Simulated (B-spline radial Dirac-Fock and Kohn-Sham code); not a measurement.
## Photoemission from Mg at 13900 eV, detector at θ = 45°, φ = 0°

System: the free magnesium atom in the configuration [Ne] 3s2. These are calculated numbers from a radial atomic solver; the model is Dirac-Hartree-Slater photoionisation with a Latter tail; cross sections with all multipoles, angular parameters from the dipole term and its interference with E2. Thresholds are tabulated edges, those marked * orbital energies of the model. For linearly polarised light dσ/dΩ = σ/(4π) [1 + β P₂(cos θ) + (δ + γ cos²θ) sin θ cos φ], with θ from the polarisation vector and φ the angle between the beam and the projection of the electron momentum on the plane normal to the polarisation. The dipole factor is 1 + βP₂ and the non-dipole term is the rest of the bracket. Open shells are filled statistically over j.

```tsv
subshell	threshold (eV)	σ (kb)	β	γ	δ	dipole factor	non-dipole term	dσ/dΩ (kb/sr)
1s	1303.0	0.284	2.00	2.57	0.000	1.500	+0.908	0.0544
2s	88.60	0.0176	2.00	2.61	0.000	1.500	+0.924	0.00339
2p1/2	55.45*	0.000407	0.15	1.10	0.416	1.037	+0.682	5.57e-05
2p3/2	55.13*	0.000780	0.11	1.04	0.422	1.027	+0.665	0.000105
3s	6.60*	0.000809	2.00	2.62	0.000	1.500	+0.925	0.000156
```
